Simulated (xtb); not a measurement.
C$_{4}$H$_{6}$F$_{2}$, singlet, at a GFN2-xTB geometry; GFN2-xTB with GBSA(acetonitrile) (xtb 6.7.1).

Here is a job for xtb.
```
$ xtb mol.xyz --gfn 2 --gbsa acetonitrile --json

# file mol.xyz
12

C      1.66464376     0.07596798     0.76667042
C      0.67483047     0.39107029    -0.04264446
F      0.65355063     1.58505111    -0.68109376
C     -0.54017171    -0.42977971    -0.38046721
C     -1.79714813     0.13679934     0.27095397
F     -0.34428284    -1.72508535     0.04759314
H      1.67162151    -0.87393885     1.26621127
H      2.48420585     0.75004782     0.93582920
H     -0.65597881    -0.47869059    -1.47275106
H     -1.68395096     0.13171039     1.35261424
H     -1.95406054     1.15631962    -0.06958928
H     -2.65817333    -0.46948776     0.00211467
```

Write the output that xtb gives for this input, abridged.


```
   ID    Z sym.   atoms
    1    6 C      1, 2, 4, 5
    2    9 F      3, 6
    3    1 H      7-12

           -------------------------------------------------
          |                Calculation Setup                |
           -------------------------------------------------

           -------------------------------------------------
          |                 G F N 2 - x T B                 |
           -------------------------------------------------

      * Solvation model:               GBSA
        Solvent                        acetonitrile
        Parameter file                 internal GFN2-xTB/GBSA
        Dielectric constant                3.7500E+01
        Reference state                gsolv [1 M gas/solution]
        Free energy shift                  2.0473E-03 Eh       1.2847E+00 kcal/mol
        Temperature                        2.9815E+02 K
        Density                            7.8600E-01 kg/L
        Solvent mass                       4.1050E+01 g/mol
        Interaction kernel             Still
        Born radius scaling (c1)           1.5800E+00
        Born radii integrator          GBOBC
        Born offset                        1.3788E-02 a0       2.6056E-02 AA
        H-bond correction              true
        Ion screening                  false
        Surface tension                    1.0000E-05 Eh       1.5569E+01 dyn/cm
        Grid points                               230 per atom

          ...................................................
          :                      SETUP                      :
          :.................................................:
          :  # basis functions                  30          :
          :  # atomic orbitals                  30          :
          :  # shells                           18          :
          :  # electrons                        36          :
          :  max. iterations                   250          :
          :  Hamiltonian                  GFN2-xTB          :
          :  restarted?                      false          :
          :  GBSA solvation                   true          :
          :  PC potential                    false          :
          :  electronic temp.          300.0000000     K    :
          :  accuracy                    1.0000000          :
          :  -> integral cutoff          0.2500000E+02      :
          :  -> integral neglect         0.1000000E-07      :
          :  -> SCF convergence          0.1000000E-05 Eh   :
          :  -> wf. convergence          0.1000000E-03 e    :
          :  Broyden damping             0.4000000          :
          :  net charge                          0          :
          :  unpaired electrons                  0          :
          ...................................................

 iter      E             dE          RMSdq      gap      omega  full diag
   1    -21.2329467 -0.212329E+02  0.419E+00    5.55       0.0  T
   2    -21.2593823 -0.264356E-01  0.273E+00    5.33       1.0  T
   3    -21.2617671 -0.238485E-02  0.152E+00    5.41       1.0  T
   4    -21.2727240 -0.109569E-01  0.372E-01    5.33       1.0  T
   5    -21.2731063 -0.382240E-03  0.923E-02    5.35       1.0  T
   6    -21.2731150 -0.875172E-05  0.473E-02    5.35       1.0  T
   7    -21.2731165 -0.144981E-05  0.787E-03    5.35       3.7  T
   8    -21.2731165 -0.388924E-07  0.188E-03    5.35      15.4  T
   9    -21.2731165 -0.219564E-07  0.635E-04    5.35      45.5  T
  10    -21.2731165 -0.942133E-09  0.132E-04    5.35     218.0  T

   *** convergence criteria satisfied after 10 iterations ***

         :::::::::::::::::::::::::::::::::::::::::::::::::::::
         ::                     SUMMARY                     ::
         :::::::::::::::::::::::::::::::::::::::::::::::::::::
         :: total energy             -21.067125042747 Eh    ::
         :: total w/o Gsasa/hb       -21.063074714199 Eh    ::
         :: gradient norm              0.007681540867 Eh/a0 ::
         :: HOMO-LUMO gap              5.350440031238 eV    ::
         ::.................................................::
         :: SCC energy               -21.273110503749 Eh    ::
         :: -> isotropic ES            0.029005670584 Eh    ::
         :: -> anisotropic ES         -0.000352098636 Eh    ::
         :: -> anisotropic XC         -0.000776303275 Eh    ::
         :: -> dispersion             -0.005845994534 Eh    ::
         :: -> Gsolv                  -0.006775296449 Eh    ::
         ::    -> Gelec               -0.002724967902 Eh    ::
         ::    -> Gsasa               -0.005375322606 Eh    ::
         ::    -> Ghb                 -0.000722281294 Eh    ::
         ::    -> Gshift               0.002047275352 Eh    ::
         :: repulsion energy           0.205985461003 Eh    ::
         :: add. restraining           0.000000000000 Eh    ::
         :: total charge               0.000000000000 e     ::
         :::::::::::::::::::::::::::::::::::::::::::::::::::::

           -------------------------------------------------
          |                Property Printout                |
           -------------------------------------------------

    * Orbital Energies and Occupations

         #    Occupation            Energy/Eh            Energy/eV
      -------------------------------------------------------------
         1        2.0000           -0.8320578             -22.6414
       ...           ...                  ...                  ...
         6        2.0000           -0.5877270             -15.9929
         7        2.0000           -0.5725696             -15.5804
         8        2.0000           -0.5588581             -15.2073
         9        2.0000           -0.5442217             -14.8090
        10        2.0000           -0.5295294             -14.4092
        11        2.0000           -0.5241896             -14.2639
        12        2.0000           -0.5045942             -13.7307
        13        2.0000           -0.4924537             -13.4003
        14        2.0000           -0.4842863             -13.1781
        15        2.0000           -0.4807324             -13.0814
        16        2.0000           -0.4676038             -12.7241
        17        2.0000           -0.4499323             -12.2433
        18        2.0000           -0.4263784             -11.6023 (HOMO)
        19                         -0.2297534              -6.2519 (LUMO)
        20                         -0.0076027              -0.2069
        21                          0.0582180               1.5842
        22                          0.0842440               2.2924
        23                          0.1103803               3.0036
        24                          0.1477443               4.0203
        25                          0.1631301               4.4390
        26                          0.1797368               4.8909
        27                          0.2358231               6.4171
        28                          0.2425440               6.6000
        29                          0.3927416              10.6870
        30                          0.6051977              16.4683
      -------------------------------------------------------------
                  HL-Gap            0.1966251 Eh            5.3504 eV
             Fermi-level           -0.3280659 Eh           -8.9271 eV

     #   Z          covCN         q      C6AA      α(0)
     1   6 C        2.838    -0.118    30.985     9.122
     2   6 C        2.746     0.155    24.624     8.125
     3   9 F        0.788    -0.241    11.671     4.036
     4   6 C        3.661     0.140    18.565     6.182
     5   6 C        3.755    -0.126    22.964     6.833
     6   9 F        0.786    -0.267    11.947     4.083
     7   1 H        0.926     0.090     1.882     2.145
     8   1 H        0.926     0.085     1.923     2.169
     9   1 H        0.923     0.070     2.085     2.258
    10   1 H        0.925     0.068     2.102     2.267
    11   1 H        0.925     0.070     2.081     2.256
    12   1 H        0.925     0.072     2.062     2.246

 Mol. C6AA /au·bohr⁶  :       1212.465279
 Mol. C8AA /au·bohr⁸  :      26490.440851
 Mol. α(0) /au        :         51.722019

Wiberg/Mayer (AO) data.
largest (>0.10) Wiberg bond orders for each atom

 ---------------------------------------------------------------------------
     #   Z sym  total        # sym  WBO       # sym  WBO       # sym  WBO
 ---------------------------------------------------------------------------
     1   6 C    3.982 --     2 C    1.905     7 H    0.968     8 H    0.968
     2   6 C    3.876 --     1 C    1.905     4 C    0.986     3 F    0.943
     3   9 F    1.073 --     2 C    0.943
     4   6 C    3.896 --     5 C    0.990     2 C    0.986     9 H    0.950
                             6 F    0.921
     5   6 C    3.985 --     4 C    0.990    10 H    0.983    11 H    0.981
                            12 H    0.981
     6   9 F    0.991 --     4 C    0.921
     7   1 H    0.992 --     1 C    0.968
     8   1 H    0.992 --     1 C    0.968
     9   1 H    0.995 --     4 C    0.950
    10   1 H    0.995 --     5 C    0.983
    11   1 H    0.995 --     5 C    0.981
    12   1 H    0.994 --     5 C    0.981
 ---------------------------------------------------------------------------

Topologies differ in total number of bonds
Writing topology from bond orders to xtbtopo.mol

molecular dipole:
                 x           y           z       tot (Debye)
 q only:       -0.257       0.114       0.275
   full:       -0.262       0.146       0.206       0.925
molecular quadrupole (traceless):
                xx          xy          yy          xz          yz          zz
 q only:        5.062      -1.891      -6.375       1.908       1.650       1.313
  q+dip:        5.877      -1.258      -8.331       3.013       2.422       2.454
   full:        5.471      -1.624      -7.766       2.235       2.432       2.296

           -------------------------------------------------
          | TOTAL ENERGY              -21.067125042747 Eh   |
          | GRADIENT NORM               0.007681540867 Eh/α |
          | HOMO-LUMO GAP               5.350440031238 eV   |
           -------------------------------------------------

normal termination of xtb
```
